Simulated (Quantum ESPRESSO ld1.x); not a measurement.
Results of a calculation; reference values are marked as such.
Task: The mean radii <r> (bohr) of the occupied orbitals of an atom or ion are listed with their occupations. Code: ld1.x of Quantum ESPRESSO 7.5. Model: scalar-relativistic Kohn-Sham, LDA (Slater exchange, Perdew-Wang correlation), spin-polarised, spherical densities, point nucleus.

| orbital | occ. | <r> |
|---|---|---|
| 1s up | 1 | 0.06367 |
| 1s down | 1 | 0.06367 |
| 2s up | 1 | 0.2939 |
| 2s down | 1 | 0.2934 |
| 2p up | 3 | 0.2602 |
| 2p down | 3 | 0.2597 |
| 3s up | 1 | 0.8739 |
| 3s down | 1 | 0.8793 |
| 3p up | 3 | 0.9125 |
| 3p down | 2 | 0.9214 |
| 3d up | 3 | 1.004 |

Name the element and its charge. Open shells, if any, are filled with parallel spins first.

Result: Z = 24, chromium, charge +4: Cr4+ in [Ne] 3s2 3p5 3d3. The 1s radius gives Z: for a bare nucleus <r> = (2 gamma + 1)/(2Z) with gamma = sqrt(1 - (Z/c)^2), 0.06186 bohr for Z = 24, and screening makes it slightly larger (0.06367 here). The occupations add up to 20, and the charge is Z minus that.
